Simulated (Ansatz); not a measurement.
Reaction (ligand exchange at a B–C bond): `BC(B)[SiH3]` + `CC[SeH]` → `B[Se]CC` + `BC[SiH3]`

Isolated molecules relaxed with PBE0-D4/def2-TZVP in Ansatz; ΔE leaves out vibrations. CCSD(T)/CBS is the MP2 limit (def2-TZVPP, def2-QZVPP) plus CCSD(T) − MP2 in def2-TZVPP, frozen cores. DFT in def2-TZVPP. B3LYP here is the variant with VWN-RPA as its local correlation; programs differ in this. For Se outer-core shells are correlated without core-valence functions, which leaves a few kJ/mol of doubt a bond. Scalar relativity is left out up to krypton. Each species was taken in one conformer, which may not be the lowest.

`BC(B)[SiH3]`:

```xyz
12

B     0.067    1.141    1.239
C    -0.027   -0.277    0.672
B     1.246   -0.748   -0.060
Si   -0.936   -0.155   -1.004
H    -0.355    1.394    2.331
H     0.588    2.009    0.599
H    -0.533   -1.028    1.280
H     1.608   -1.886    0.009
H     1.865    0.029   -0.730
H    -0.925    1.221   -1.548
H    -2.322   -0.640   -0.799
H    -0.275   -1.061   -1.991
```

`CC[SeH]`:

Cartesian coordinates in Å:
```
C 0.076 0.759 -0.619
C 0.401 -0.145 0.548
Se -1.114 -1.220 1.167
H 0.949 1.361 -0.890
H -0.746 1.435 -0.378
H -0.215 0.180 -1.498
H 0.684 0.431 1.432
H 1.222 -0.825 0.324
H -1.256 -1.975 -0.085
```

`B[Se]CC`:

```xyz
11

B     0.463    0.945   -1.946
Se    1.506   -0.004   -0.695
C     0.381    0.096    0.911
C    -0.716   -0.945    0.921
H    -0.579    1.428   -1.618
H     0.898    1.036   -3.052
H     1.066   -0.033    1.751
H    -0.017    1.109    0.949
H    -1.295   -0.877    1.846
H    -0.308   -1.955    0.851
H    -1.399   -0.801    0.082
```

`BC[SiH3]`:

Z-matrix (Å, degrees):
```
C
Si 1 1.896
B 1 1.532 2 106.4
H 1 1.094 2 104.2 3 -121.9
H 1 1.094 2 104.4 3 122.1
H 2 1.486 1 111.0 3 -59.0
H 2 1.486 1 110.8 3 62.0
H 2 1.486 1 108.7 3 -178.5
H 3 1.198 1 120.6 2 88.6
H 3 1.198 1 120.7 2 -87.3
```

(1) Is it downhill or uphill in electronic energy at CCSD(T)/CBS, and by how much? (Best estimate.)

(2) What do these levels give: PBE-D4, r2SCAN-D4, B3LYP-D4, ωB97M-V, B2PLYP, PBE0, MP2/def2-TZVPP, SCS-MP2/def2-TZVPP, CCSD/def2-TZVPP, MP2/def2-QZVPP, SCS-MP2/def2-QZVPP, HF/CBS(def2)? (Estimate.)

Largest T1 diagnostic among the species: 0.012.

Answers

(1) Ansatz gave: Downhill: ΔE = -67.0 kJ/mol.

(2) Computed: PBE-D4 -65.7, r2SCAN-D4 -66.2, B3LYP-D4 -68.1, ωB97M-V -60.6, B2PLYP -69.8, PBE0 -64.8, MP2/def2-TZVPP -68.0, SCS-MP2/def2-TZVPP -68.1, CCSD/def2-TZVPP -67.1, MP2/def2-QZVPP -67.3, SCS-MP2/def2-QZVPP -67.4, HF/CBS(def2) -68.9 kJ/mol.
